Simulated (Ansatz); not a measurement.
SiSnH₆⁻, that is Sn(SiH3)H3 with one electron more. Charge -1, multiplicity 2. Geometry PBE-D4/def2-TZVP, that of the neutral singlet; atoms count from 1.

```
atom    x (Å)    y (Å)    z (Å)
 Sn1  -0.2744   1.1940  -0.2530
 Si2   0.2903  -1.2633   0.2677
  H3   0.2539  -1.4999   1.7442
  H4   1.6574  -1.5976  -0.2389
  H5  -0.7007  -2.1712  -0.3889
  H6   0.7983   2.2576   0.5709
  H7  -1.8797   1.5717   0.2377
  H8  -0.1452   1.5089  -1.9396
```

In the def2 sets Sn takes a core potential; there is no spin–orbit coupling. The highest occupied level of the charge -1 doublet lies above zero (up to 1.78 eV). By energy differences it is unbound by 0.70 eV (vertical, against the charge 0 singlet, at PBE0-D4/def2-TZVPD) and held by the finite basis.

Question: Estimate the Mulliken populations from the PBE0/def2-TZVPD orbitals of Ansatz.

Answer: 
```
atom  charge (e)  spin (α − β)
 Sn1       -0.21          0.40
 Si2       -0.32          0.27
  H3       -0.06          0.05
  H4       -0.06          0.05
  H5       -0.06          0.05
  H6       -0.09          0.06
  H7       -0.09          0.06
  H8       -0.09          0.06
```
Mulliken values depend strongly on the basis. With diffuse functions, as here, like atoms can get unlike values, and bond orders can come out too low or too high.

Question: Where does the spin sit?

Answer: Summed by element: Sn 0.40, Si 0.27, H 0.32, of 1 unpaired in all. Largest on single atoms: Sn1 0.40, Si2 0.27, H7 0.06.

Question: And the Mayer bond orders between heavy atoms (over 0.3)?

Answer: Sn1–Si2 1.77 (2.57 Å).
